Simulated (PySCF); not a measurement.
Compound: C₆H₁₄N₂Si.
SMILES with atom numbers: `[NH2:1][CH2:2][C@:3]1([N:4]2[CH2:5][CH2:6]2)[CH2:7][CH2:8][SiH2:9]1`

NICS = −σ at a ghost point: NICS(0) at the centroid of the ring atoms, NICS(1) 1 Å to either side along the normal of their mean plane, zz for the tensor component along that normal. Level: GIAO PBE0/pcSseg-1 (PySCF, non-relativistic, gas phase) on the GFN2-xTB geometry, one conformer.

Rings: 1. C3–C7–C8–Si9; 2. N4–C5–C6.

```
set  NICS(0)  NICS(1), two faces  NICS(1)zz, two faces
  P     -2.1         -1.7 / -1.9            2.4 / -3.1
  Q    -46.4         -9.2 / -6.4         -23.9 / -23.7
```

Which set (ppm) belongs to which ring?

P = 1, Q = 2.
- 1 (4-membered ring with Si; formal bonds all single): mean NICS(1)zz -0.4 ppm, near zero. C3, C7, C8, Si9 have four or more neighbours, so the value isn't read as a sign of a π ring current.
- 2 (3-membered ring with N; formal bonds all single): mean NICS(1)zz -23.8 ppm, shielded. C5, C6 have four or more neighbours, and the NICS criterion for π rings isn't applied.

How do the rings differ in shape?

```tsv
ring	bond lengths (Å)	rms pucker (Å)	HOMA	nearest outside atom to a NICS(1) probe (Å)
1	1.553, 1.541, 1.912, 1.929	0.06	–	hydrogen 1.60
2	1.440, 1.480, 1.435	0.00	–	hydrogen 1.42
```

Conformer computed: `[NH2:1][CH2:2][C@:3]1([N:4]2[CH2:5][CH2:6]2)[CH2:7][CH2:8][SiH2:9]1`: N1–C2–C3–N4 -163°, C2–C3–N4–C5 -94°, H–N1–C2–C3 -74°, H–N1–C2–C3 167°.
